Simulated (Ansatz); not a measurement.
Task: Name a neutral molecule of C, Ge and H with HOMO–LUMO gap (PBE/def2-TZVPP) between 7.00 and 7.30 eV and LUMO energy (ωB97M-V/def2-TZVPP) between 2.05 and 2.35 eV (Ansatz, PBE0-D4/def2-TZVP geometry).

Result: `CC[CH2][GeH3]` (7.10 eV, 2.33 eV). Other molecules can fit too; these were computed, each in one conformer that needn't be the lowest.
